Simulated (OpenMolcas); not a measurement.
**4d⁵ along the 41-electron sequence**

| Item | Value |
| --- | --- |
| Program | OpenMolcas |
| Method | RASSCF |
| Basis | ANO-RCC-VTZP |
| Scalar Hamiltonian | DKH2, point nucleus |
| Spin-orbit coupling | RASSI with atomic mean-field integrals over the reference wave functions, term energies averaged over their components |

Active space for each ion: 11 electrons in 8 orbitals (RAS1 4p, at most 2 holes; RAS2 4d).

Computed levels in cm-1 above ⁶S_5/2:

```csv
Level,Ru3+,Rh4+,Pd5+,Ag6+
⁴G_5/2,27861,30435,32383,34837
⁴G_7/2,28139,30914,33260,36105
⁴G_11/2,28229,31057,33491,36421
⁴G_9/2,28294,31156,33645,36628
⁴P_3/2,29111,31854,34081,36936
⁴P_1/2,29511,32446,34942,38057
⁴D_7/2,33114,36372,39180,42588
⁴D_1/2,33614,37130,40312,44071
⁴D_5/2,33836,37412,40624,44398
weight of ⁶S in the lowest level (%),99,99,98,98
```

Mixed levels, with the weight of the term that names them: Pd5+ ⁴G_5/2 (65 %), Pd5+ ⁴D_5/2 (75 %), Ag6+ ⁴G_5/2 (56 %), Ag6+ ⁴P_3/2 (75 %), Ag6+ ⁴D_5/2 (72 %).

Measured, with the error of the calculation in %. Measured levels: Ag6+ from the list in Gamrath, thesis, University of Mons (2023).

```json
{"Level": "⁴G_5/2", "Ag6+": "29390 (+18.5)"}
{"Level": "⁴G_7/2", "Ag6+": "30378 (+18.9)"}
{"Level": "⁴G_11/2", "Ag6+": "30662 (+18.8)"}
{"Level": "⁴G_9/2", "Ag6+": "30907 (+18.5)"}
{"Level": "⁴P_3/2", "Ag6+": "32994 (+11.9)"}
{"Level": "⁴P_1/2", "Ag6+": "34605 (+10.0)"}
{"Level": "⁴D_7/2", "Ag6+": "36485 (+16.7)"}
{"Level": "⁴D_1/2", "Ag6+": "38685 (+13.9)"}
{"Level": "⁴D_5/2", "Ag6+": "39299 (+13.0)"}
```

⁴G_5/2 changes by a factor of 1.25 over the same range, with steps per unit of Z of +2570, +1950, +2450 cm-1.

Without dynamic correlation excited terms often stand tens of per cent too high (terms of higher spin than the ground term too low), and those without a measured partner can miss by more than the paired ones. Active for correlation alone: 4p; no level in the range computed is led by a configuration that opens it, so any true level of that kind is missing. Some levels mix across a computed gap that differs much from the measured one, so their mixing is not that of the real levels (holds for Ag6+). Computed and measured levels are paired by configuration, term and J; levels that our copy of the source lacks, or whose pairing is in doubt (as where it misses far off the trend of its configuration), stay unpaired and out of the deviations. Only configurations of the active space appear.
